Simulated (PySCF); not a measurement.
# Cu: excitation energy

Cu [Ar] 3d10 4s1 (2S) → Cu [Ar] 3d10 4p1 (2P), as a difference of total energies. All numbers are calculated (PySCF 2.14, the spin-free X2C one-electron Hamiltonian (Gaussian nucleus), in x2c-TZVPPall (6s5p4d2f1g, 64 functions)). Correlated levels: valence: [Ar] frozen. The calculations carry no spin-orbit coupling.

```
           method  excitation energy (eV)  error (eV)
              UHF                   4.174      +0.368
    MP2 (valence)                   4.456      +0.650
SCS-MP2 (valence)                   4.438      +0.632
   CCSD (valence)                   4.397      +0.591
CCSD(T) (valence)                   4.415      +0.609
```

Reference: 3.806 eV (measured; NIST levels, between the centres of gravity of the two terms).

Errors of the correlated levels include the incompleteness of this basis and the frozen core.

The basis was made for the ground configuration and has no added diffuse functions, so the excitation energy can come out too high.

The coupled-cluster amplitudes are large for the upper state (T1 above 0.03 or a double amplitude above 0.15), so a single reference is strained.
